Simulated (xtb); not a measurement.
C₄H₅, doublet, at a GFN2-xTB geometry; GFN0-xTB run with xtb.

Input for xtb:
```
$ xtb mol.xyz --gfn 0 --uhf 1 --ohess --json

# file mol.xyz
9

C     -0.01669866    -0.14473260     2.05451619
C     -0.00572650    -0.05021694     0.70569704
C      0.00420741     0.03413279    -0.51310411
C      0.01585773     0.13725248    -1.95067878
H     -0.94506085    -0.19981979     2.59400011
H      0.90273351    -0.16585290     2.61141141
H     -0.00059800     1.18728795    -2.25276024
H      0.91722312    -0.32377874    -2.35724285
H     -0.86013765    -0.35645090    -2.37399048
```

What the program printed (banner, timings and long lists left out):

```
   ID    Z sym.   atoms
    1    6 C      1-4
    2    1 H      5-9

           -------------------------------------------------
          |                Calculation Setup                |
           -------------------------------------------------

           -------------------------------------------------
          |                 G F N 0 - x T B                 |
           -------------------------------------------------

          ...................................................
          :                      SETUP                      :
          :.................................................:
          :  # basis functions                  26          :
          :  # atomic orbitals                  26          :
          :  # shells                           18          :
          :  # electrons                        21          :
          :  electronic temp.          300.0000000     K    :
          :  accuracy                    1.0000000          :
          :  -> integral cutoff          0.2500000E+02      :
          :  -> integral neglect         0.1000000E-07      :
          ...................................................

         :::::::::::::::::::::::::::::::::::::::::::::::::::::
         ::                     SUMMARY                     ::
         :::::::::::::::::::::::::::::::::::::::::::::::::::::
         :: total energy             -11.123874685832 Eh    ::
         :: gradient norm              0.010482450819 Eh/a0 ::
         :: HOMO-LUMO gap              4.065417135261 eV    ::
         ::.................................................::
         :: H0 energy                -11.364010817003 Eh    ::
         :: repulsion energy           0.256606458931 Eh    ::
         :: electrostat energy        -0.014829923524 Eh    ::
         :: -> Gsolv                   0.000000000000 Eh    ::
         ::    -> Gsasa                0.000000000000 Eh    ::
         ::    -> Gshift               0.000000000000 Eh    ::
         :: dispersion energy         -0.001640404236 Eh    ::
         :: short-range corr.          0.000000000000 Eh    ::
         :: add. restraining           0.000000000000 Eh    ::
         :: total charge              -0.000000000000 e     ::
         :::::::::::::::::::::::::::::::::::::::::::::::::::::

      -----------------------------------------------------------
     |                   =====================                   |
     |                        A N C O P T                        |
     |                   =====================                   |
     |               Approximate Normal Coordinate               |
     |                Rational Function Optimizer                |
      -----------------------------------------------------------
      -----------------------------------------------------------
     |                   =====================                   |
     |                        A N C O P T                        |
     |                   =====================                   |
     |               Approximate Normal Coordinate               |
     |                Rational Function Optimizer                |
      -----------------------------------------------------------

          ...................................................
          :                      SETUP                      :
          :.................................................:
          :   optimization level            normal          :
          :   max. optcycles                   200          :
          :   ANC micro-cycles                  20          :
          :   degrees of freedom                21          :
          :.................................................:
          :   RF solver                   davidson          :
          :   write xtbopt.log                true          :
          :   linear?                        false          :
          :   energy convergence         0.5000000E-05 Eh   :
[...]
 * total energy  :   -11.1238747 Eh     change        0.0000000E+00 Eh
 * total energy  :   -11.1240214 Eh     change       -0.1467388E-03 Eh
 * total energy  :   -11.1240376 Eh     change       -0.1619575E-04 Eh
 * total energy  :   -11.1240385 Eh     change       -0.8498100E-06 Eh
   *** GEOMETRY OPTIMIZATION CONVERGED AFTER 4 ITERATIONS ***
         :: total energy             -11.124038470168 Eh    ::
[...]
   9:  0.00  10:  0.00  11:  0.00  12:  0.00  13:  0.00  14:  0.00  15:  0.00  16:  0.00
  17:  0.00  18:  0.00  19:  0.00  20:  0.00  21:  0.00  22:  0.00  23:  0.00  24:  0.00
  25:  0.00  26:  0.00  27:  0.00
 output can be read by thermo (or use thermo option).
 writing <g98.out> molden fake output.
 recommended (thermochemical) frequency scaling factor: 1.0
           -------------------------------------------------
          |             Thermodynamic Functions             |
           -------------------------------------------------

cs  symmetry found (for desy threshold:  0.10E+00) used in thermo

          ...................................................
          :                      SETUP                      :
          :.................................................:
          :  # frequencies                          21      :
          :  # imaginary freq.                       0      :
          :  linear?                             false      :
          :  only rotor calc.                    false      :
          :  symmetry                               cs      :
          :  rotational number                       1      :
          :  scaling factor                  1.0000000      :
          :  rotor cutoff                   50.0000000 cm⁻¹ :
          :  imag. cutoff                  -20.0000000 cm⁻¹ :
          :.................................................:

    mode    ω/cm⁻¹     T·S(HO)/kcal·mol⁻¹    T·S(FR)/kcal·mol⁻¹   T·S(vib)
   ------------------------------------------------------------------------
       1     14.42    -2.17159 (  0.69%)    -1.42122 ( 99.31%)    -1.42638
       2    149.84    -0.79733 ( 98.78%)    -0.73106 (  1.22%)    -0.79652
       3    193.29    -0.65474 ( 99.55%)    -0.65571 (  0.45%)    -0.65475
       4    216.31    -0.59325 ( 99.72%)    -0.62240 (  0.28%)    -0.59333
       5    282.10    -0.45346 ( 99.90%)    -0.54379 (  0.10%)    -0.45355
   ------------------------------------------------------------------------

   temp. (K)  partition function   enthalpy   heat capacity  entropy
                                   cal/mol     cal/K/mol   cal/K/mol   J/K/mol
 298.15  VIB   114.                 2240.485     12.059     14.422
         ROT  0.237E+05              888.752      2.981     22.999
         INT  0.270E+07             3129.238     15.040     37.421
         TR   0.374E+27             1481.254      4.968     37.813
         TOT                        4610.4914    20.0081    75.2341   314.7793

       T/K    H(0)-H(T)+PV         H(T)/Eh          T*S/Eh         G(T)/Eh
   ------------------------------------------------------------------------
    298.15    0.734729E-02    0.745015E-01    0.357461E-01    0.387554E-01
   ------------------------------------------------------------------------

         :::::::::::::::::::::::::::::::::::::::::::::::::::::
         ::                  THERMODYNAMIC                  ::
         :::::::::::::::::::::::::::::::::::::::::::::::::::::
         :: total free energy         -11.085283115473 Eh   ::
         ::.................................................::
         :: total energy              -11.124038470168 Eh   ::
         :: zero point energy           0.067154201540 Eh   ::
         :: G(RRHO) w/o ZPVE           -0.028398846845 Eh   ::
         :: G(RRHO) contrib.            0.038755354695 Eh   ::
         :::::::::::::::::::::::::::::::::::::::::::::::::::::

optimized geometry written to: xtbopt.xyz

           -------------------------------------------------
          | TOTAL ENERGY              -11.124038470168 Eh   |
          | TOTAL ENTHALPY            -11.049536982854 Eh   |
          | TOTAL FREE ENERGY         -11.085283115473 Eh   |
          | GRADIENT NORM               0.000291742145 Eh/α |
          | HOMO-LUMO GAP               4.061583714178 eV   |
           -------------------------------------------------

normal termination of xtb
```
